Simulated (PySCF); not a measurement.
Cartesian coordinates in Å; atom numbers follow the order of the lines, from 1:
```xyz
19

Si    3.631   -0.934    0.197
O     2.328   -0.020    0.646
Si    1.443    1.374    0.491
C    -0.342    0.899    0.200
C    -0.720   -0.449    0.144
C    -2.050   -0.808   -0.074
C    -3.021    0.178   -0.238
C    -2.661    1.524   -0.183
C    -1.332    1.880    0.035
H     4.446   -0.212   -0.828
H     3.151   -2.225   -0.378
H     4.478   -1.215    1.392
H     1.581    2.183    1.739
H     1.972    2.183   -0.651
H     0.039   -1.225    0.275
H    -2.329   -1.864   -0.115
H    -4.063   -0.103   -0.409
H    -3.420    2.300   -0.311
H    -1.066    2.941    0.075
```

Non-relativistic Hamiltonian, averaged over atoms made equivalent by symmetry, fast rotation or ring inversion, one conformer, isolated molecule. σ from GIAO-PBE0/pcSseg-1; geometry from PBE0-D3(BJ)/def2-SVP; PySCF.

Chemical shifts δ = σref − σ; 13C and 1H and 29Si against TMS; H2O for 17O, all at this level.

```
      atoms  nucleus  count  δ (ppm)
        H17       1H      1        ?
H10/H11/H12       1H      3        ?
    H13/H14       1H      2     5.50
      C5/C9      13C      2    138.6
    H15/H19       1H      2        ?
    H16/H18       1H      2     7.53
         C7      13C      1    135.7
        Si1     29Si      1    -35.7
         O2      17O      1      3.3
        Si3     29Si      1        ?
      C6/C8      13C      2    133.7
         C4      13C      1    137.2
```

Question: Fill in the missing shifts.

Answer: 
- H15/H19: 7.70 ppm, hydrogen on an aromatic CH; it sits in the deshielding region of the aromatic ring current
- H17: 7.51 ppm, hydrogen on an aromatic CH; the ring current deshields protons in the ring plane
- H10/H11/H12: 5.21 ppm, hydrogen on a silicon bonded to O
- Si3: -27.0 ppm, silicon bonded to C, O, 2 H

Shifts are as computed. Against solution values, carbons near 30 ppm lie about +2 ppm off and those near 130 ppm about +5 ppm. Of 1309 compounds with measured shifts, 239 miss one by over three times the rms of a fit or turn the order of signals round; such compounds aren't used in these exercises. Experimental scales use liquid or dissolved standards, which lie at an offset from isolated H2O (liquid H2O: subtract about 36 ppm).
